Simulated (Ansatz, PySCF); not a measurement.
Ti(OEt)(H)3 (C2H8OTi), SMILES CC[O][TiH3], multiplicity 1. Atoms are numbered in the order given.

```xyz
12

Ti     0.1064    -1.4203     0.0000
O     -0.3726     0.2270     0.0000
C     -0.6627     1.5963     0.0000
C      0.6035     2.4226     0.0000
H     -1.2780     1.8164    -0.8891
H     -1.2780     1.8164     0.8891
H      1.2089     2.2045    -0.8922
H      0.3580     3.4951     0.0000
H      1.2089     2.2045     0.8922
H      1.0296    -1.6568     1.4070
H     -1.3117    -2.3559     0.0000
H      1.0296    -1.6568    -1.4070
```

Coordinates come from a PBE0-D3(BJ)/def2-SVP optimisation. The spin state was assumed, not searched. The structure was generated by enumeration; whether it is a known compound was not checked. The values are those of a single conformer.

Two levels are set side by side: PBE-D3(BJ)/def2-SVP (Ansatz, a program for electronic structure) and PBE0-D3(BJ)/def2-SVP (Ansatz). Each level has its own optimised geometry; the coordinates shown are those of the second. Frequencies come from the Hessian of PySCF at each geometry. Differences are taken from unrounded values.

```
quantity                            PBE0-D3(BJ)
----------------------------------  -----------
mean bond length (Å)                      1.385
bond Ti1–O2 (Å)                           1.716
bond O2–C3 (Å)                            1.400
bond C3–C4 (Å)                            1.512
bond Ti1–H10 (Å)                          1.699
bond Ti1–H11 (Å)                          1.699
bond Ti1–H12 (Å)                          1.699
bond C3–H5 (Å)                            1.103
bond C3–H6 (Å)                            1.103
bond C4–H7 (Å)                            1.100
bond C4–H8 (Å)                            1.100
bond C4–H9 (Å)                            1.100
highest harmonic wavenumber (cm⁻¹)         3171
mean harmonic wavenumber (cm⁻¹)            1289
zero-point energy (kcal/mol)              55.30
```

### Question
What does PBE-D3(BJ) give, and how far is it from PBE0-D3(BJ)? (Estimate from the structure and the level; the computed values follow.)

### Answer

```tsv
quantity	PBE-D3(BJ)	PBE-D3(BJ) minus PBE0-D3(BJ)
mean bond length (Å)	1.397	0.012
bond Ti1–O2 (Å)	1.726	0.010
bond O2–C3 (Å)	1.412	0.012
bond C3–C4 (Å)	1.521	0.009
bond Ti1–H10 (Å)	1.718	0.019
bond Ti1–H11 (Å)	1.718	0.019
bond Ti1–H12 (Å)	1.718	0.019
bond C3–H5 (Å)	1.112	0.009
bond C3–H6 (Å)	1.112	0.009
bond C4–H7 (Å)	1.108	0.008
bond C4–H8 (Å)	1.109	0.008
bond C4–H9 (Å)	1.108	0.008
highest harmonic wavenumber (cm⁻¹)	3083	-88
mean harmonic wavenumber (cm⁻¹)	1249	-40
zero-point energy (kcal/mol)	53.58	-1.71
```

Exact exchange shortens and stiffens bonds; PBE has none. Differences between two approximate levels are no errors against the true value.
